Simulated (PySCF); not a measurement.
Compound: 3-methylenecyclobutanecarbonitrile, C₆H₇N.
Bonds: C1–C2 (double), C2–C3, C3–C4, C4–C5, C5–N6 (triple), C4–C7, C2–C7. Hydrogens: H8, H9 on C1; H10, H11 on C3; H12 on C4; H13, H14 on C7.

NICS is the negative of the GIAO shielding at a point without a nucleus: at the ring centre (0) and 1 Å above and below it (1); zz is the component along the ring normal. Level: GIAO PBE0/pcSseg-1 (PySCF, non-relativistic, gas phase) on the GFN2-xTB geometry, one conformer.

Ring bond lengths (Å), with Mayer bond orders in brackets: C2–C3 1.506 (0.99), C3–C4 1.550 (0.98), C4–C7 1.550 (0.98), C7–C2 1.505 (0.99).

**Question.** Give the NICS values of each ring in ppm.

**Answer.** 
```tsv
ring	type	NICS(0)	NICS(1), two faces	NICS(1)zz, two faces	rms pucker (Å)	centre to ring atoms, mean (Å)
C2–C3–C4–C7	4-membered carbocycle; formal bonds all single	3.3	0.0 / -0.9	4.2 / 1.6	0.02	1.08
```

**Question.** What can be read from them?

**Answer.** 
- C2–C3–C4–C7: mean NICS(1)zz 2.9 ppm, near zero. C3, C4, C7 have four or more neighbours; no verdict on aromaticity is drawn.

**Question.** What field does 7.05 T along the ring normal induce along that normal at the first NICS(1) probe listed for ring C2–C3–C4–C7, 1 Å off the ring?

**Answer.** NICSzz × B0 = 4.2 ppm × 7.05 T = 30 μT, along the applied field.

**Question.** How shielded are the nuclei of the rings and their hydrogens (means over atoms taken as equivalent)?

**Answer.** 
```tsv
atoms	environment	σ isotropic (ppm)	principal values of the symmetric part, first atom (ppm)
C2	fully substituted alkene carbon	35.9	-75.2, 35.8, 147.2
C3 (×2)	allylic carbon	148.5	133.8, 144.0, 167.7
C4	sp3 carbon next to a nitrile	171.5	159.6, 176.2, 178.7
H10 (×2)	methylene hydrogen	28.53	25.2, 27.1, 33.3
H11 (×2)	methylene hydrogen	28.55	25.3, 27.9, 32.5
H12	methine hydrogen	28.91	24.7, 28.0, 34.1
```
